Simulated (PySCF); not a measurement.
Method: B3LYP-D3(BJ)/def2-TZVP // BP86-D3(BJ)/def2-SVP (PySCF). All species are isolated molecules in the gas phase. One relaxed conformer stands for a flexible species; it need not be the lowest. B3LYP has the VWN-RPA correlation part, as in Gaussian. 

Reference species: [Ta(OH)5] (neutral, multiplicity 1).

```yaml
coordination_number: 5
HOMO–LUMO gap: 7.08 eV
```

Changed species: [Ta(OH)3(NH2)2] (2 of 5 OH replaced by NH2; the reference has 0 of 5 OH replaced by NH2).

Q: What does the change do to the coordination number and HOMO–LUMO gap?

A: the coordination number stays essentially unchanged; the HOMO–LUMO gap decreases by 1.34 eV, to 5.74 eV.
